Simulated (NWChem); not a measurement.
Program: NWChem. System: C$_{2}$H$_{6}$N, charge 0, spin multiplicity 2, at a geometry optimised with UPBE0/def2-SVP. The structure started from a generated list of species. Its SCF solution wasn't tested for a lower state. Level: evGW@UPBE0/def2-TZVP, RI basis def2-tzvp-rifit, 6 cycles.

Input file:

```
start mol
memory heap 200 mb stack 700 mb global 1700 mb
geometry units angstroms nocenter noautoz noautosym
  C     -1.239927     0.214938     0.069809
  C      0.050120    -0.521042     0.089664
  N      1.217229     0.194500    -0.171831
  H     -2.067716    -0.432799     0.393516
  H     -1.221587     1.087260     0.749205
  H     -1.502348     0.607728    -0.935727
  H      0.071759    -1.566504    -0.235115
  H      1.263088     1.102187     0.284006
  H      2.075043    -0.322748    -0.009902
end
basis spherical
  * library def2-tzvp
end
basis "ri basis" bse spherical
  * library def2-tzvp-rifit
end
dft
  xc pbe0
  odft
  mult 2
  iterations 100
  direct
  tolerances tight
end
task dft energy
gw
  evgw 6
  states alpha occ -1 vir -1
  states beta occ -1 vir -1
end
task dft gw
```

Part of the output:

```
             Northwest Computational Chemistry Package (NWChem) 7.3.0
             --------------------------------------------------------

                                NWChem Input Module
                                -------------------

 Scaling coordinates for geometry "geometry" by  1.889725989
 (inverse scale =  0.529177249)

                             Geometry "geometry" -> ""
                             -------------------------

 Output coordinates in angstroms (scale by  1.889725989 to convert to a.u.)

  No.       Tag          Charge          X              Y              Z
 ---- ---------------- ---------- -------------- -------------- --------------
    1 C                    6.0000    -1.23992700     0.21493800     0.06980900
    2 C                    6.0000     0.05012000    -0.52104200     0.08966400
    3 N                    7.0000     1.21722900     0.19450000    -0.17183100
    4 H                    1.0000    -2.06771600    -0.43279900     0.39351600
    5 H                    1.0000    -1.22158700     1.08726000     0.74920500
    6 H                    1.0000    -1.50234800     0.60772800    -0.93572700
    7 H                    1.0000     0.07175900    -1.56650400    -0.23511500
    8 H                    1.0000     1.26308800     1.10218700     0.28400600
    9 H                    1.0000     2.07504300    -0.32274800    -0.00990200

 Effective nuclear repulsion energy (a.u.)      76.2942614181

            Nuclear Dipole moment (a.u.)
            ----------------------------
        X                 Y               Z
 ---------------- ---------------- ----------------
     0.0000000000    -0.0000000000     0.0000075589


 Summary of "ao basis" -> "" (spherical)
 ------------------------------------------------------------------------------
       Tag                 Description            Shells   Functions and Types
 ---------------- ------------------------------  ------  ---------------------
 *                         def2-tzvp                  on all atoms

 new library libraries.bse/

 Summary of "ri basis" -> "" (spherical)
 ------------------------------------------------------------------------------
       Tag                 Description            Shells   Functions and Types
 ---------------- ------------------------------  ------  ---------------------
 *                      def2-tzvp-rifit               on all atoms

                                 NWChem DFT Module
                                 -----------------

 Summary of "ao basis" -> "ao basis" (spherical)
 ------------------------------------------------------------------------------
       Tag                 Description            Shells   Functions and Types
 ---------------- ------------------------------  ------  ---------------------
 C                         def2-tzvp                11       31   5s3p2d1f
 N                         def2-tzvp                11       31   5s3p2d1f
 H                         def2-tzvp                 4        6   3s1p

 Summary of "ao basis" -> "ao basis" (spherical)
 ------------------------------------------------------------------------------
       Tag                 Description            Shells   Functions and Types
 ---------------- ------------------------------  ------  ---------------------
 C                         def2-tzvp                11       31   5s3p2d1f
 N                         def2-tzvp                11       31   5s3p2d1f
 H                         def2-tzvp                 4        6   3s1p

            General Information
            -------------------
          SCF calculation type: DFT
          Wavefunction type:  spin polarized.
          No. of atoms     :     9
          No. of electrons :    25
           Alpha electrons :    13
            Beta electrons :    12
          Charge           :     0
          Spin multiplicity:     2
          Use of symmetry is: off; symmetry adaption is: off
          Maximum number of iterations: 100
          This is a Direct SCF calculation.
          AO basis - number of functions:   129
                     number of shells:    57
          Convergence on energy requested:  1.00D-06
          Convergence on density requested:  1.00D-05
          Convergence on gradient requested:  5.00D-04

              XC Information
              --------------
                         PBE0 Method XC Functional
                     Hartree-Fock (Exact) Exchange  0.250
          PerdewBurkeErnzerhof Exchange Functional  0.750
            Perdew 1991 LDA Correlation Functional  1.000 local
           PerdewBurkeErnz. Correlation Functional  1.000 non-local

             Grid Information
             ----------------
          Grid used for XC integration:  medium
          Radial quadrature: Mura-Knowles
          Angular quadrature: Lebedev.
          Tag              B.-S. Rad. Rad. Pts. Rad. Cut. Ang. Pts.
          ---              ---------- --------- --------- ---------
          C                   0.70       49          10.0       434
          N                   0.65       49          10.0       434
          H                   0.35       45          11.0       434
          Grid pruning is: on
          Number of quadrature shells:   417
          Spatial weights used:  Erf1

          Convergence Information
          -----------------------
          Convergence aids based upon iterative change in
          total energy or number of iterations.
          Levelshifting, if invoked, occurs when the
          HOMO/LUMO gap drops below (HL_TOL):  1.00D-02
          DIIS, if invoked, will attempt to extrapolate
[...]
@GW        39         19.611           0.000
@GW        40         22.734           0.000
@GW        41         24.317           0.000
@GW        42         25.676           0.000
@GW        43         26.232           0.000
@GW        44         28.107           0.000
@GW        45         30.534           0.000
@GW        46         31.726           0.000
@GW        47         32.628           0.000
@GW        48         33.058           0.000
@GW        49         33.975           0.000
@GW        50         37.163           0.000
@GW        51         38.790           0.000
@GW        52         40.767           0.000
@GW        53         41.468           0.000
@GW        54         42.987           0.000
@GW        55         44.178           0.000
@GW        56         44.709           0.000
@GW        57         44.950           0.000
@GW        58         46.871           0.000
@GW        59         47.201           0.000
@GW        60         47.792           0.000
@GW        61         49.040           0.000
@GW        62         50.460           0.000
@GW        63         52.497           0.000
@GW        64         53.896           0.000
@GW        65         54.470           0.000
@GW        66         56.594           0.000
@GW        67         56.989           0.000
@GW        68         57.673           0.000
@GW        69         60.253           0.000
@GW        70         60.148           0.000
@GW        71         61.649           0.000
@GW        72         63.164           0.000
@GW        73         65.515           0.000
@GW        74         66.902           0.000
@GW        75         68.725           0.000
@GW        76         69.079           0.000
@GW        77         69.395           0.000
@GW        78         70.234           0.000
@GW        79         72.202           0.000
@GW        80         72.532           0.000
@GW        81         74.163           0.000
@GW        82         74.886           0.000
@GW        83         77.523           0.000
@GW        84         78.987           0.000
@GW        85         79.327           0.000
@GW        86         80.744           0.000
@GW        87         81.465           0.000
@GW        88         83.983           0.000
@GW        89         85.220           0.000
@GW        90         87.274           0.000
@GW        91         87.152           0.000
@GW        92         88.428           0.000
@GW        93         90.029           0.000
@GW        94         90.168           0.000
@GW        95         92.286           0.000
@GW        96         93.378           0.000
@GW        97         93.438           0.000
@GW        98         95.311           0.000
@GW        99         97.888           0.000
@GW       100         98.242           0.000
@GW       101         99.946           0.000
@GW       102        100.906           0.000
@GW       103        104.405           0.000
@GW       104        106.374           0.000
@GW       105        107.633           0.000
@GW       106        110.857           0.000
@GW       107        112.712           0.000
@GW       108        115.081           0.000
@GW       109        116.839           0.000
@GW       110        120.263           0.000
@GW       111        125.075           0.000
@GW       112        126.631           0.000
@GW       113        128.071           0.000
@GW       114        128.991           0.000
@GW       115        131.174           0.000
@GW       116        135.688           0.000
@GW       117        136.126           0.000
@GW       118        137.619           0.000
@GW       119        139.576           0.000
@GW       120        146.277           0.000
@GW       121        146.995           0.000
@GW       122        147.562           0.000
@GW       123        149.643           0.000
@GW       124        152.036           0.000
@GW       125        158.315           0.000
@GW       126        167.002           0.000
@GW       127        626.173           0.000
@GW       128        629.472           0.000
@GW       129        889.246           0.000

                   Beta Orbitals
          State     Energy (eV)     Error (eV)
          -----------------------------------
@GW         1       -407.232           0.000
@GW         2       -292.373           0.000
@GW         3       -292.257           0.000
@GW         4        -28.220           0.000
@GW         5        -23.448           0.000
@GW         6        -19.502           0.000
@GW         7        -17.475           0.000
@GW         8        -15.453           0.000
@GW         9        -14.145           0.000
@GW        10        -13.492           0.000
@GW        11        -12.915           0.000
@GW        12        -10.826           0.000
@GW        13          2.386           0.000
@GW        14          3.162           0.000
@GW        15          4.075           0.000
@GW        16          4.378           0.000
@GW        17          5.566           0.000
@GW        18          5.850           0.000
@GW        19          6.164           0.000
@GW        20          7.586           0.000
@GW        21          7.911           0.000
@GW        22          8.592           0.000
@GW        23          9.422           0.000
@GW        24         10.010           0.000
@GW        25         10.731           0.000
@GW        26         11.496           0.000
@GW        27         11.671           0.000
@GW        28         13.152           0.000
@GW        29         14.209           0.000
@GW        30         14.282           0.000
@GW        31         14.586           0.000
@GW        32         15.066           0.000
@GW        33         15.737           0.000
@GW        34         15.972           0.000
@GW        35         16.630           0.000
@GW        36         17.527           0.000
@GW        37         17.821           0.000
@GW        38         19.233           0.000
@GW        39         19.728           0.000
@GW        40         22.974           0.000
@GW        41         24.892           0.000
@GW        42         25.826           0.000
@GW        43         26.545           0.000
@GW        44         28.273           0.000
@GW        45         30.778           0.000
@GW        46         31.814           0.000
@GW        47         32.925           0.000
@GW        48         33.179           0.000
@GW        49         34.286           0.000
@GW        50         37.506           0.000
@GW        51         38.962           0.000
@GW        52         40.926           0.000
@GW        53         42.023           0.000
@GW        54         43.261           0.000
@GW        55         44.428           0.000
@GW        56         44.853           0.000
@GW        57         45.431           0.000
@GW        58         46.965           0.000
@GW        59         47.372           0.000
@GW        60         47.985           0.000
@GW        61         49.232           0.000
@GW        62         50.548           0.000
@GW        63         52.639           0.000
@GW        64         54.136           0.000
@GW        65         54.800           0.000
@GW        66         56.687           0.000
@GW        67         57.202           0.000
@GW        68         57.811           0.000
@GW        69         60.386           0.000
@GW        70         60.340           0.000
@GW        71         61.804           0.000
@GW        72         63.382           0.000
@GW        73         65.646           0.000
@GW        74         67.214           0.000
@GW        75         68.930           0.000
@GW        76         69.280           0.000
@GW        77         69.447           0.000
@GW        78         70.381           0.000
@GW        79         72.368           0.000
@GW        80         72.316           0.000
@GW        81         74.279           0.000
@GW        82         74.919           0.000
@GW        83         77.658           0.000
@GW        84         79.320           0.000
@GW        85         79.410           0.000
@GW        86         81.131           0.000
@GW        87         81.664           0.000
@GW        88         84.588           0.000
@GW        89         85.522           0.000
@GW        90         87.550           0.000
@GW        91         87.593           0.000
@GW        92         89.234           0.000
@GW        93         90.142           0.000
@GW        94         90.427           0.000
@GW        95         92.648           0.000
@GW        96         93.439           0.000
@GW        97         93.956           0.000
@GW        98         95.512           0.000
@GW        99         98.038           0.000
@GW       100         98.541           0.000
@GW       101        100.234           0.000
@GW       102        101.389           0.000
@GW       103        104.600           0.000
@GW       104        106.538           0.000
@GW       105        108.116           0.000
@GW       106        111.044           0.000
@GW       107        112.827           0.000
@GW       108        115.245           0.000
@GW       109        117.016           0.000
@GW       110        120.469           0.000
@GW       111        125.211           0.000
@GW       112        126.750           0.000
@GW       113        128.209           0.000
@GW       114        128.981           0.000
@GW       115        131.427           0.000
@GW       116        135.959           0.000
@GW       117        136.343           0.000
@GW       118        137.894           0.000
@GW       119        139.978           0.000
@GW       120        146.480           0.000
@GW       121        146.730           0.000
@GW       122        147.982           0.000
@GW       123        149.814           0.000
@GW       124        152.284           0.000
@GW       125        158.441           0.000
@GW       126        167.075           0.000
@GW       127        626.204           0.000
@GW       128        629.756           0.000
@GW       129        889.348           0.000

     GW Timing Statistics
   ------------------------
   Init.   :          0.1s
     ERIs  :          3.2s
     Distr.:          0.3s
     Vxc   :          6.0s
   Sigma_x :          0.0s
   RPA     :         49.2s
   Wmn     :         16.4s
   Sigma_c :         14.9s
   GW total:         90.4s

 Task  times  cpu:       90.4s     wall:       90.4s

 Total times  cpu:      144.3s     wall:      144.3s
```
